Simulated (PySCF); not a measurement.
hydrogen bromide (BrH), SMILES Br.

Coordinates come from a PBE-D3(BJ)/def2-TZVPD optimisation.

Computed with PBE/def2-TZVPD in PySCF.

Gas-phase values at a fixed geometry.

```
Property                                                                                                       Result
---------------------------------------------------------------------------------------------  ----------------------
total energy                                                                                      -2574.36901 hartree
point group                                                                                                       C∞v
highest occupied level                                                                                       -7.47 eV
lowest empty level                                                                                           -1.42 eV
orbital gap                                                                                                   6.04 eV
dipole moment                                                                                                  0.83 D
quadrupole, principal values (traceless, Buckingham form, about the centre of nuclear charge)  -2.07, -2.07, 4.14 D·Å
mean static polarisability                                                                       25.3 bohr³ (3.75 Å³)
polarisability, principal values                                                               24.8, 24.8, 26.5 bohr³
```
